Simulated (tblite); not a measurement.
Compound: C7H10N (doublet state).
Geometry (GFN2-xTB, Å), atoms numbered from 1 in this order:
```
atom  x, y, z in Å
C1     3.5450   -0.0481    0.2682
C2     2.1459   -0.0419   -0.0976
C3     0.9897   -0.0522   -0.4163
C4    -0.4130   -0.0220   -0.7641
C5    -1.0291    1.3571   -1.1058
C6    -1.9448    1.1037    0.0546
N7    -1.3252   -0.1006    0.3834
C8    -1.9385   -1.3042    0.8528
H9     4.1583    0.1961   -0.5989
H10    3.8299   -1.0334    0.6365
H11    3.7288    0.6885    1.0498
H12   -0.6269   -0.7874   -1.5243
H13   -0.3425    2.1971   -0.9907
H14   -1.4947    1.4139   -2.0939
H15   -2.9956    1.3001    0.1624
H16   -2.5282   -1.8110    0.0723
H17   -2.6018   -1.0593    1.6818
H18   -1.1661   -1.9901    1.2049
```

Method: GFN2-xTB as coded in tblite; computed harmonic values from a numerical Hessian at the method's own geometry, unscaled. Against measured fundamentals such values can be off by several per cent, at times by over 20. Open shells enter through the occupations alone, without spin polarisation, and single modes of such species can be off by tens of per cent. The optimisation stopped once no atom felt more than 0.01 eV/Å.

Lowest wavenumbers of the output (negative numbers stand for imaginary wavenumbers):
```
mode    cm-1
  1     -30.1
  2      75.6
  3      94.1
  4     144.2
  5     161.7
  6     239.5
  7     255.5
  8     287.6
  9     304.0
 10     433.0
 11     477.4
 12     480.8
 13     668.8
 14     755.0
 15     932.5
```

Is this structure a minimum?

Not by this Hessian. 1 mode is imaginary beyond 20i (30i cm⁻¹), so at this level the point lies at or near a first-order saddle. The curvature is small, so loose convergence or finite differences may be the whole cause.

Which atoms move in the imaginary mode?

30i: H9 (hydrogen on carbon) 33 %, H10 (hydrogen on carbon) 33 %, H11 (hydrogen on carbon) 32 %. These are shares of the mass-weighted motion.

What is the remedy?

Step along that mode in both directions, optimise again with tighter thresholds and repeat the frequencies. The zero-point energy of this point (92.1 kcal/mol) counts the 47 real modes alone, and thermal corrections from it aren't those of a minimum.
